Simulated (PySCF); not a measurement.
Isomers of C3H10F2SSi2, mass 172.001 u with the commonest isotopes. Method used: PBE0/pcSseg-1 in PySCF (dipole) on a GFN2-xTB geometry, gas phase. One conformer each, none proved a minimum here; rigid rotors.

Problem. Order these by dipole moment, smallest first.
A. `[CH3:1][S:2][CH2:3][Si@@H:4]([CH2:5][F:6])[SiH2:7][F:8]` with C1–S2–C3–Si4 -166°, S2–C3–Si4–C5 -59°, C3–Si4–C5–F6 173°, C3–Si4–Si7–F8 88°
B. `[CH3:1][C:2]([F:3])([F:4])[Si@H:5]([SH:6])[CH2:7][SiH3:8]` with C1–C2–Si5–S6 64°, C2–Si5–S6–H 41°, C2–Si5–C7–Si8 -175°
C. `[CH3:1][S:2][Si@@H:3]([F:4])[C@@H:5]([F:6])[CH2:7][SiH3:8]` with C1–S2–Si3–F4 46°, S2–Si3–C5–F6 160°, Si3–C5–C7–Si8 -175°
D. `[CH3:1][S:2][C@@H:3]([CH2:4][SiH2:5][F:6])[SiH2:7][F:8]` with C1–S2–C3–C4 125°, S2–C3–C4–Si5 -59°, C3–C4–Si5–F6 -43°, S2–C3–Si7–F8 179°

Solution. D (1.07 D), C (1.72 D), B (1.86 D), A (3.38 D).

Problem. Order these by out-of-plane moment Σ m c² = (Ia + Ib − Ic)/2, smallest first.
A. `[CH3:1][C:2]([F:3])([F:4])[Si@H:5]([SH:6])[CH2:7][SiH3:8]` with C1–C2–Si5–S6 64°, C2–Si5–S6–H 41°, C2–Si5–C7–Si8 -175°
B. `[CH3:1][S:2][Si@@H:3]([F:4])[C@@H:5]([F:6])[CH2:7][SiH3:8]` with C1–S2–Si3–F4 46°, S2–Si3–C5–F6 160°, Si3–C5–C7–Si8 -175°
C. `[CH3:1][S:2][C@@H:3]([CH2:4][SiH2:5][F:6])[SiH2:7][F:8]` with C1–S2–C3–C4 125°, S2–C3–C4–Si5 -59°, C3–C4–Si5–F6 -43°, S2–C3–Si7–F8 179°
D. `[CH3:1][S:2][CH2:3][Si@@H:4]([CH2:5][F:6])[SiH2:7][F:8]` with C1–S2–C3–Si4 -166°, S2–C3–Si4–C5 -59°, C3–Si4–C5–F6 173°, C3–Si4–Si7–F8 88°

Solution. A (68.41 u·Å²), D (72.42 u·Å²), C (74.20 u·Å²), B (78.80 u·Å²).

Problem. Order these by radius of gyration √(Σ m r²/M), largest first.
A. `[CH3:1][S:2][CH2:3][Si@@H:4]([CH2:5][F:6])[SiH2:7][F:8]` with C1–S2–C3–Si4 -166°, S2–C3–Si4–C5 -59°, C3–Si4–C5–F6 173°, C3–Si4–Si7–F8 88°
B. `[CH3:1][S:2][Si@@H:3]([F:4])[C@@H:5]([F:6])[CH2:7][SiH3:8]` with C1–S2–Si3–F4 46°, S2–Si3–C5–F6 160°, Si3–C5–C7–Si8 -175°
C. `[CH3:1][C:2]([F:3])([F:4])[Si@H:5]([SH:6])[CH2:7][SiH3:8]` with C1–C2–Si5–S6 64°, C2–Si5–S6–H 41°, C2–Si5–C7–Si8 -175°

Solution. B (2.515 Å), A (2.481 Å), C (2.369 Å).

| SMILES | point group | Ia (u·Å²) | Ib (u·Å²) | Ic (u·Å²) | κ | μa (D) | μb (D) | μc (D) |
| --- | --- | --- | --- | --- | --- | --- | --- | --- |
| CC(F)(F)[Si@H](S)C[SiH3] | C1 | 316.16 | 717.29 | 896.64 | -0.73 | 0.75 | 0.79 | 1.50 |
| CS[Si@@H](F)[C@@H](F)C[SiH3] | C1 | 226.98 | 939.43 | 1008.80 | -0.96 | 1.52 | 0.81 | 0.03 |
| CSC[Si@@H](CF)[SiH2]F | C1 | 413.14 | 717.86 | 986.15 | -0.46 | 3.22 | 0.29 | 0.99 |
| CS[C@@H](C[SiH2]F)[SiH2]F | C1 | 357.55 | 669.60 | 878.76 | -0.57 | 0.47 | 0.80 | 0.53 |
